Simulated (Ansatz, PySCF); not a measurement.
SiBr₂F, SMILES F[Si](Br)Br, multiplicity 2. Atoms are numbered in the order given.

```xyz
4

Si     0.4969    -0.7017     0.0000
Br    -0.0427     0.4425    -1.8475
Br    -0.0427     0.4425     1.8475
F     -0.3692    -2.0748     0.0000
```
Charge 0, spin multiplicity 2.

Geometry optimised at B3LYP-D3(BJ)/def2-SVP.

Two levels are set side by side: PBE-D3(BJ)/def2-SVP (Ansatz, a first-principles code) and B3LYP-D3(BJ)/def2-SVP (Ansatz). Each level has its own optimised geometry; the coordinates shown are those of the second. Frequencies come from the Hessian of PySCF at each geometry. Differences are taken from unrounded values.

| quantity | B3LYP-D3(BJ) |
|---|---|
| mean bond length (Å) | 2.034 |
| bond Si1–Br2 (Å) | 2.239 |
| bond Si1–Br3 (Å) | 2.239 |
| bond Si1–F4 (Å) | 1.623 |
| highest harmonic wavenumber (cm⁻¹) | 888 |
| mean harmonic wavenumber (cm⁻¹) | 377 |
| zero-point energy (kcal/mol) | 3.24 |

### Question
What does PBE-D3(BJ) give, and how far is it from B3LYP-D3(BJ)? (Estimate from the structure and the level; the computed values follow.)

### Answer

```json
[
 {"quantity": "mean bond length (Å)", "PBE-D3(BJ)": "2.040", "PBE-D3(BJ) minus B3LYP-D3(BJ)": "0.006"},
 {"quantity": "bond Si1–Br2 (Å)", "PBE-D3(BJ)": "2.242", "PBE-D3(BJ) minus B3LYP-D3(BJ)": "0.002"},
 {"quantity": "bond Si1–Br3 (Å)", "PBE-D3(BJ)": "2.242", "PBE-D3(BJ) minus B3LYP-D3(BJ)": "0.002"},
 {"quantity": "bond Si1–F4 (Å)", "PBE-D3(BJ)": "1.637", "PBE-D3(BJ) minus B3LYP-D3(BJ)": "0.013"},
 {"quantity": "highest harmonic wavenumber (cm⁻¹)", "PBE-D3(BJ)": "860", "PBE-D3(BJ) minus B3LYP-D3(BJ)": "-27"},
 {"quantity": "mean harmonic wavenumber (cm⁻¹)", "PBE-D3(BJ)": "368", "PBE-D3(BJ) minus B3LYP-D3(BJ)": "-9"},
 {"quantity": "zero-point energy (kcal/mol)", "PBE-D3(BJ)": "3.16", "PBE-D3(BJ) minus B3LYP-D3(BJ)": "-0.08"}
]
```

Exact exchange shortens and stiffens bonds; PBE has none. Differences between two approximate levels are no errors against the true value.
